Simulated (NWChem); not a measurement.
# BF

```xyz
2

B      0.0000     0.0000    -0.8151
F      0.0000     0.0000     0.4596
```
Atoms are numbered in this order, from 1.

Structure relaxed at the PBE-D3(BJ)/def2-SVP level.

Q: Give the principal values of the shielding tensors (ppm) of B1, F2 from PBE0/pcSseg-1, GIAO (NWChem), with their diamagnetic and paramagnetic parts as GIAO splits them.

A: 
| atom | σ11 | σ22 | σ33 | isotropic | diamagnetic | paramagnetic |
|---|---|---|---|---|---|---|
| B1 | 0.3 | 0.3 | 210.3 | 70.3 | 199.2 | -128.9 |
| F2 | -139.3 | -139.3 | 483.4 | 68.3 | 470.5 | -402.2 |
